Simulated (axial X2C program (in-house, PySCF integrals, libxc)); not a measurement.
## Low determinants of YAs at the PBE0 level, spin-free

All values were computed with an in-house all-electron X2C program for linear molecules (integrals from PySCF). Spin-free means the one-electron spin-free X2C Hamiltonian. Basis: Y dyall-cv3z [11s12p9d6f3g], As dyall-cv3z [9s9p6d4f1g] (cores contracted in-house); Gaussian nuclei, density fitting, unrestricted open shells. Masses: Y 88.906 u, As 74.922 u.

Search at 2.400 Å (vertical energies from the lowest determinant):

| ΔE (eV) | state | electrons beyond evenly filled partner blocks | electrons in σ, π, δ, φ |
| --- | --- | --- | --- |
| 0.00 | M_S = 0, Λ = 0 | closed shell | 32 32 8 0 |
| 0.40 | M_S = 1, Λ = 1 | σα, π+α, π+β, π-α | 33 31 8 0 |
| 0.43 | M_S = 0, Λ = 1 | σβ, π+α, π+β, π-α | 33 31 8 0 |
| 0.56 | M_S = 1, Λ = 0 | 2 × σα | 32 32 8 0 |
| 1.48 | M_S = 1, Λ = 0 | π+α, π-α | 34 30 8 0 |
| 1.54 | M_S = 1, Λ = 1 | π+α, π-α, π-β, δ+α | 32 31 9 0 |
| 1.57 | M_S = 0, Λ = 3 | π+α, π+β, π-α, δ+β | 32 31 9 0 |

Lowest determinant, M_S = 0, Λ = 0 (closed shell): Re = 2.394 Å, ωe = 344.2 cm⁻¹.

The determinant in row 2 of the search, M_S = 1, Λ = 1 (beyond evenly filled blocks: σα, π+α, π+β, π-α), was followed along the bond at PBE0; measured from the minimum of the lowest determinant it gives:

Te = 0.282 eV (2276 cm⁻¹), Re = 2.525 Å, ωe = 293.0 cm⁻¹.

(1) Compare the bond of the determinant in row 2 with that of the lowest one.

The search compares states at one distance, so a state with another bond length can lie lower; it is not exhaustive and yields mostly the lowest determinant of each block pattern, so other components and higher states of one pattern are missing. These are energies of single determinants, not of spin-adapted states; PBE0 term energies can be off by some tenths of an eV, and the functional has no current term. The lowest determinant need not be the ground state where others lie within half an eV.

Answers

(1) At PBE0 its Re is 0.131 Å longer and its force constant, which goes as ωe², is 0.72 times that of the lowest determinant. T0 ≈ Te + Δωe/2 = 2276 + (-26) = 2250 cm⁻¹.
